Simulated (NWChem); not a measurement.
System: PbS, singlet; SMILES [Pb]=[S]

All runs: NWChem. Low-valent species are run as closed-shell singlets; no triplet was tried in these runs. The geometry was optimised at PBE0/def2-SVP. def2 effective core potentials on Pb; no spin-orbit coupling. Static field.

### Question
Order these by “isotropic polarisability (bohr³)”, lowest first: CAM-B3LYP/def2-SVPD; CAM-B3LYP/def2-TZVP; CAM-B3LYP/def2-SVP.

### Answer
CAM-B3LYP/def2-SVP (48.1), CAM-B3LYP/def2-TZVP (56.8), CAM-B3LYP/def2-SVPD (66.7)
